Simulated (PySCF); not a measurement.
NaF, SMILES [F][Na].

Geometry: B3LYP-D3(BJ)/def2-TZVPD.

These are PySCF with IEF-PCM-M06-2X/def2-TZVPD values and carry that method's errors.

The values are the electrostatic part of the solvation free energy, E(continuum) − E(gas) at the gas-phase geometry, in a cavity of scaled van der Waals radii (PySCF's table); cavitation and dispersion terms are not included. A continuum can't describe solvent molecules that bind to the metal. In vacuum the orbital gap is 7.30 eV. The dipole moment in vacuum is 8.17 D.

```csv
solvent,ε,ΔG(elec) (kcal/mol),dipole (D),gap (eV)
water,78.36,-22.3,8.78,9.78
cyclohexanone,15.62,-20.6,8.74,9.61
benzene,2.27,[?],[?],[?]
```

Some entries are withheld; supply them. (Estimate from the structure and the level; the computed values follow.)


- benzene, ΔG(elec) (kcal/mol): -10.5
- benzene, dipole (D): 8.47
- benzene, gap (eV): 8.49
